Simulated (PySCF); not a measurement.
Correlation energy of Mo+ (molybdenum, charge +1)

[Kr] 4d4 5p1, one real determinant (an excited configuration). All numbers are calculated (PySCF 2.14, a scalar-relativistic core potential, in aug-cc-pVTZ-PP with ECP28MDF (6s6p5d3f2g, 88 functions)). Frozen: 4s2 4p6; 5 electrons correlated.

```tsv
level	correlation energy (mhartree)
CCSD	-54.54
(T)	-1.12
CCSD(T)	-55.66
```

Diagnostics: T1 = 0.010, D1 = 0.0307, largest double amplitude 0.051.

Problem. Is a single reference adequate?

Solution. Yes, within this model without spin-orbit coupling: T1 lies below 0.03 and no double amplitude reaches 0.07.

The reference is one real determinant that mixes LS terms of this configuration.
